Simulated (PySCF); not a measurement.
C2Cl2O2Pt (SMILES [O+]#[C-]->[Pt]([Cl])([Cl])<-[C-]#[O+]), singlet, at a GFN2-xTB geometry (such geometries of metal compounds can be far from the true shape) (core potentials on Pt); PySCF with PBE/def2-SVP.

Here is a job for PySCF.
```python
from pyscf import gto, scf, dft

mol = gto.M(
    atom='''
Pt    0.000000    0.000000   -0.000000
Cl    2.122640   -0.925536    0.001587
Cl   -2.122640    0.925536   -0.001587
O     1.140191    2.793476    0.029027
C     0.726436    1.746043    0.018205
O    -1.140191   -2.793476   -0.029027
C    -0.726436   -1.746043   -0.018205
''',
    basis='def2-svp',
    ecp={'Pt': 'def2-svp'},
    charge=0,
    spin=0,
    verbose=4,
)

mf = dft.RKS(mol)
mf.xc = 'pbe'
mf.kernel()
```

Problem. What does PySCF print? Leave out banner, timings and long lists.

Solution. 
```
PySCF version 2.14.0

[INPUT] verbose = 4
[INPUT] num. atoms = 7
[INPUT] num. electrons = 80
[INPUT] charge = 0
[INPUT] spin (= nelec alpha-beta = 2S) = 0
[INPUT] symmetry False subgroup None
[INPUT] Mole.unit = angstrom
[INPUT] Symbol           X                Y                Z      unit          X                Y                Z       unit  Magmom
[INPUT]  1 Pt     0.000000000000   0.000000000000   0.000000000000 AA    0.000000000000   0.000000000000   0.000000000000 Bohr   0.0
[INPUT]  2 Cl     2.122640000000  -0.925536000000   0.001587000000 AA    4.011208261047  -1.749009558425   0.002998995360 Bohr   0.0
[INPUT]  3 Cl    -2.122640000000   0.925536000000  -0.001587000000 AA   -4.011208261047   1.749009558425  -0.002998995360 Bohr   0.0
[INPUT]  4 O      1.140191000000   2.793476000000   0.029027000000 AA    2.154648719694   5.278904575546   0.054853080218 Bohr   0.0
[INPUT]  5 C      0.726436000000   1.746043000000   0.018205000000 AA    1.372765087025   3.299543071714   0.034402464098 Bohr   0.0
[INPUT]  6 O     -1.140191000000  -2.793476000000  -0.029027000000 AA   -2.154648719694  -5.278904575546  -0.054853080218 Bohr   0.0
[INPUT]  7 C     -0.726436000000  -1.746043000000  -0.018205000000 AA   -1.372765087025  -3.299543071714  -0.034402464098 Bohr   0.0

nuclear repulsion = 497.851292760027
number of shells = 52
number of NR pGTOs = 225
number of NR cGTOs = 124
basis = def2-svp
ecp = {'Pt': 'def2-svp'}

******** <class 'pyscf.dft.rks.RKS'> ********
method = RKS
initial guess = minao
damping factor = 0
level_shift factor = 0
DIIS = <class 'pyscf.scf.diis.CDIIS'>
diis_start_cycle = 1
diis_space = 8
diis_damp = 0
SCF conv_tol = 1e-09
SCF conv_tol_grad = None
SCF max_cycles = 50
direct_scf = True
direct_scf_tol = 1e-13
XC library pyscf.dft.libxc version 7.1.2
    S. Lehtola, C. Steigemann, M. J. T. Oliveira, and M. A. L. Marques,  SoftwareX 7, 1–5 (2018)
XC functionals = pbe
    J. P. Perdew, K. Burke, and M. Ernzerhof,  Phys. Rev. Lett. 77, 3865 (1996)
    J. P. Perdew, K. Burke, and M. Ernzerhof,  Phys. Rev. Lett. 78, 1396 (1997)
    J. P. Perdew, K. Burke, and M. Ernzerhof,  Phys. Rev. Lett. 77, 3865 (1996)
    J. P. Perdew, K. Burke, and M. Ernzerhof,  Phys. Rev. Lett. 78, 1396 (1997)
radial grids:
    Treutler-Ahlrichs [JCP 102, 346 (1995); DOI:10.1063/1.469408] (M4) radial grids

becke partition: Becke, JCP 88, 2547 (1988); DOI:10.1063/1.454033
pruning grids: <function nwchem_prune>
grids dens level: 3
symmetrized grids: False
atomic radii adjust function: <function treutler_atomic_radii_adjust>
small_rho_cutoff = 0
Set gradient conv threshold to 3.16228e-05
Initial guess from minao.
tot grids = 118472
init E= -1254.61352274022
  HOMO = -0.60532674805708  LUMO = -0.522724444866321  gap/eV = 2.24772
cycle= 1 E= -1264.76227737051  delta_E= -10.1  |g|= 1.62  |ddm|= 9.32
  HOMO = -0.0632957496901346  LUMO = 0.0526339310489355  gap/eV = 3.15461
cycle= 2 E= -1251.44222324203  delta_E= 13.3  |g|= 5.67  |ddm|= 6.86
  HOMO = -0.229063388423543  LUMO = -0.0957558651904334  gap/eV = 3.62748
cycle= 3 E= -1265.34924434789  delta_E= -13.9  |g|= 0.739  |ddm|=  5.8
  HOMO = -0.235135724926474  LUMO = -0.168261112143858  gap/eV = 1.81975
cycle= 4 E= -1265.38563708444  delta_E= -0.0364  |g|= 0.679  |ddm|= 1.15
  HOMO = -0.25113644583811  LUMO = -0.164324486455978  gap/eV = 2.36227
cycle= 5 E= -1265.43321972323  delta_E= -0.0476  |g|=  0.5  |ddm|= 0.685
  HOMO = -0.236501687157192  LUMO = -0.144273547411759  gap/eV = 2.50966
cycle= 6 E= -1265.48169312419  delta_E= -0.0485  |g|=  0.1  |ddm|= 0.37
  HOMO = -0.225463355623581  LUMO = -0.148187526331489  gap/eV = 2.10278
cycle= 7 E= -1265.4842755826  delta_E= -0.00258  |g|= 0.0448  |ddm|= 0.176
  HOMO = -0.22664306920846  LUMO = -0.147308640847112  gap/eV = 2.15880
cycle= 8 E= -1265.48473459447  delta_E= -0.000459  |g|= 0.01  |ddm|= 0.0403
  HOMO = -0.226192289040437  LUMO = -0.147353148246828  gap/eV = 2.14532
cycle= 9 E= -1265.48475645607  delta_E= -2.19e-05  |g|= 0.00362  |ddm|= 0.00905
  HOMO = -0.2260193904494  LUMO = -0.147337068749452  gap/eV = 2.14106
cycle= 10 E= -1265.48475958627  delta_E= -3.13e-06  |g|= 0.000285  |ddm|= 0.00371
  HOMO = -0.226029710285521  LUMO = -0.147332218290527  gap/eV = 2.14147
cycle= 11 E= -1265.48475960604  delta_E= -1.98e-08  |g|= 1.5e-05  |ddm|= 0.000307
  HOMO = -0.226029197393781  LUMO = -0.147333535516991  gap/eV = 2.14142
cycle= 12 E= -1265.48475960611  delta_E= -6.75e-11  |g|= 2.24e-06  |ddm|= 2.12e-05
  HOMO = -0.226028711570901  LUMO = -0.147333437266773  gap/eV = 2.14141
Extra cycle  E= -1265.4847596061  delta_E= 9.78e-12  |g|= 7.65e-06  |ddm|= 8.35e-06
converged SCF energy = -1265.4847596061
```
